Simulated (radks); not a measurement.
Results of a calculation; reference values are marked as such.
Ionisation of neutral cerium, [Xe] 4f1 5d1 6s2, to Ce+, [Xe] 4f1 5d2, under several functionals. Scalar-relativistic Kohn-Sham, spin-unpolarised, spherical densities, finite nucleus; a radial shooting solver on a logarithmic mesh with Libxc functionals. The NIST Atomic Spectra Database gives 5.539 eV (measured). Rank these functionals by the error of their Delta-SCF ionisation energy: AM05; Wu-Cohen GGA; RPBE; LDA (Slater exchange, VWN5 correlation); exchange-only LDA.

Answer. From best to worst: exchange-only LDA 5.900 eV (+0.361); RPBE 6.099 eV (+0.561); AM05 6.180 eV (+0.641); Wu-Cohen GGA 6.215 eV (+0.677); LDA (Slater exchange, VWN5 correlation) 6.499 eV (+0.961). Spin polarisation and multiplet splitting are left out, so open shells lie too high by an amount that depends on their filling. Spin-orbit splitting is averaged out at the scalar-relativistic level.

Beside tabulated values, note that spin-unpolarised runs miss the spin-polarisation part of the exchange energy of open shells.
